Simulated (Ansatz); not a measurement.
# Loss of H2: GaH(CH3)2(NH3) → Ga(CH3)2(NH2) + H2

Species: GaH(CH3)2(NH3), singlet; Ga(CH3)2(NH2), singlet; H2 (hydrogen), singlet. This is a balance of energies; it says nothing on the path, which may need atoms to shift.

Shapes, held fixed at every level: PBE0-D4/def2-TZVP. Programs: Ansatz 0.2.0. The zero-point and thermal change to 298 K, harmonic and unscaled (PBE0-D4/def2-TZVP), is -19.0 kJ/mol.

| level | kind | ΔH(298 K) (kJ/mol) | less CCSD(T)/def2-TZVPP |
| --- | --- | --- | --- |
| PBE-D4/def2-TZVPP | GGA | +31.7 | -3.8 |
| B3LYP-D4/def2-TZVPP | global hybrid | +28.9 | -6.6 |
| BHLYP-D4/def2-TZVPP | global hybrid | +37.9 | +2.4 |
| r2SCAN0-D4/def2-TZVPP | global hybrid | +40.2 | +4.7 |
| wB97M-V/def2-TZVPP | range-separated hybrid | +35.4 | -0.1 |
| B2PLYP/def2-TZVPP | double hybrid | +25.5 | -10.0 |
| MP2/def2-SVP | perturbation theory | +44.1 | +8.6 |
| CCSD(T)/def2-TZVPP | coupled cluster or CI | +35.5 | 0.0 |

The highest level, CCSD(T)/def2-TZVPP, gives ΔH(298 K) = +35.5 kJ/mol; the levels span +25.5 to +44.1. The column of differences is taken from that level and isn't an error. No measured value is set beside it here. Relativity is left out for Ga. Outer-core shells of Ga are correlated, in sets that cover them unevenly.
